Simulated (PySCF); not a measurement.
**Dipole polarisabilities along the 3d series, charge +1**

Calculated with PySCF 2.14 for the ground configurations, without spin-orbit coupling: coupled response for Hartree-Fock and DFT. Mean α in bohr³, C₆ of like pairs in atomic units.

```tsv
species	α UHF	α PBE	α PBE0	C₆ UHF	C₆ PBE	C₆ PBE0
Sc+ [Ar] 3d1 4s1 (x2c-QZVPPall with one added diffuse shell each of s, p, d, f, g type, spin-free X2C)	76.24	58.79	62.96	563.4	398.3	435.3
Ti+ [Ar] 3d2 4s1 (x2c-QZVPPall with one added diffuse shell each of s, p, d, f, g type, spin-free X2C)	62.63	46.34	49.85	427.2	292.4	319.3
V+ [Ar] 3d4 (x2c-QZVPPall with one added diffuse shell each of s, p, d, f, g type, spin-free X2C)	11.77	18.62	15.86	43.20	70.86	59.61
Cr+ [Ar] 3d5 (x2c-QZVPPall with one added diffuse shell each of s, p, d, f, g type, spin-free X2C)	9.369	14.72	12.59	33.95	55.70	46.92
Mn+ [Ar] 3d5 4s1 (x2c-QZVPPall with one added diffuse shell each of s, p, d, f, g type, spin-free X2C)	38.76	27.49	29.64	213.4	143.4	155.4
Fe+ [Ar] 3d6 4s1 (x2c-QZVPPall with one added diffuse shell each of s, p, d, f, g type, spin-free X2C)	34.67	24.65	26.50	180.7	123.4	132.8
Co+ [Ar] 3d8 (x2c-QZVPPall with one added diffuse shell each of s, p, d, f, g type, spin-free X2C)	6.870	10.71	9.245	23.29	38.38	32.57
Ni+ [Ar] 3d9 (x2c-QZVPPall with one added diffuse shell each of s, p, d, f, g type, spin-free X2C)	6.111	9.960	8.263	20.17	35.05	28.41
```

The values depend on the diffuse functions of the basis.
